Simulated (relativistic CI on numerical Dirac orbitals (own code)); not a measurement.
## Line list: Forbidden lines, Tb XX

These numbers are calculated, not measured: Dirac-Coulomb-Breit CI, KLI orbitals optimised for each configuration, a model potential for QED, unscaled Slater integrals (own radial code, finite nucleus).

Configuration list (outside the closed core [Ar] 3d10): 4s2 4p6 4d10, 4s2 4p6 4d9 4f, 4s2 4p5 4d10 4f, 4s2 4p6 4d9 5s, 4s2 4p6 4d9 5p, 4s 4p6 4d10 4f, 4s2 4p6 4d9 5d, 4s2 4p5 4d10 5s, 4s2 4p6 4d9 5f. Double excitations out of closed p, d and f shells are left out; levels of such configurations are missing from the list, as are those of other unlisted configurations, and high levels can miss mixing partners.

```tsv
λ vac (nm)	Lower	Upper	Type	A (s⁻¹)	log gf
6.0808	4s2 4p6 4d10 1S_0 [1]	4s2 4p6 4d9 5s 3D_2 [25]	E2	2.42e+07	-4.17
6.3053	4s2 4p6 4d10 1S_0 [1]	4s2 4p6 4d9 5s 1D_2 [23]	E2	2.26e+07	-4.17
7.6035	4s2 4p6 4d10 1S_0 [1]	4s2 4p6 4d9 4f 1F°_3 [20]	E3	4.43e+02	-8.57
7.8158	4s2 4p6 4d10 1S_0 [1]	4s2 4p6 4d9 4f 3F°_2 [16]	M2	4.05e+03	-7.73
7.9015	4s2 4p6 4d10 1S_0 [1]	4s2 4p6 4d9 4f 1D°_2 [14]	M2	1.32e+03	-8.21
8.1820	4s2 4p6 4d10 1S_0 [1]	4s2 4p6 4d9 4f 3F°_2 [7]	M2	8.47e+03	-7.37
8.3932	4s2 4p6 4d10 1S_0 [1]	4s2 4p6 4d9 4f 3P°_2 [4]	M2	1.50e+04	-7.10
80.809	4s2 4p6 4d9 4f 3P°_2 [4]	4s2 4p6 4d9 4f 1F°_3 [20]	M1	3.76e+02	-6.59
107.05	4s2 4p6 4d9 4f 3P°_1 [3]	4s2 4p6 4d9 4f 1D°_2 [14]	M1	5.52e+02	-6.32
108.97	4s2 4p6 4d9 4f 3F°_3 [8]	4s2 4p6 4d9 4f 1F°_3 [20]	M1	1.26e+03	-5.80
114.53	4s2 4p6 4d9 4f 3H°_4 [9]	4s2 4p6 4d9 4f 1F°_3 [20]	M1	1.93e+03	-5.58
126.66	4s2 4p6 4d9 4f 3H°_6 [5]	4s2 4p6 4d9 4f 1H°_5 [17]	M1	3.42e+03	-5.04
134.88	4s2 4p6 4d9 4f 3P°_2 [4]	4s2 4p6 4d9 4f 1D°_2 [14]	M1	1.56e+03	-5.67
140.09	4s2 4p6 4d9 4f 3F°_4 [10]	4s2 4p6 4d9 4f 3G°_4 [19]	M1	1.21e+03	-5.49
160.86	4s2 4p6 4d9 4f 3F°_4 [10]	4s2 4p6 4d9 4f 3G°_3 [18]	M1	1.02e+03	-5.56
163.71	4s2 4p6 4d9 4f 3H°_5 [6]	4s2 4p6 4d9 4f 3H°_4 [15]	M1	1.95e+03	-5.15
167.69	4s2 4p6 4d9 4f 3G°_5 [11]	4s2 4p6 4d9 4f 3G°_4 [19]	M1	1.74e+03	-5.18
174.62	4s2 4p6 4d9 4f 3F°_2 [7]	4s2 4p6 4d9 4f 3F°_2 [16]	M1	1.31e+03	-5.52
225.53	4s2 4p6 4d9 4f 3D°_3 [13]	4s2 4p6 4d9 4f 3G°_3 [18]	M1	8.43e+02	-5.35
258.52	4s2 4p6 4d9 4f 3G°_5 [11]	4s2 4p6 4d9 4f 1H°_5 [17]	M1	3.66e+02	-5.39
```

Terms are leading LS components. Brackets give the number of a level in order of energy, since labels repeat. The list gives strong lines, with weight on those to low levels. Levels whose partners in the same complex of configurations lie outside the list can be far off, and so can their lines. Rates are taken at the computed energies, electric ones in the length gauge.

At this charge energies of transitions that change n are usually good to better than 1 %, and those within a shell (Δn = 0) to a few per cent.

LS names give the leading component of a level, which can be under half, so a name can repeat, a term be missing and a line seem to break the LS rules.
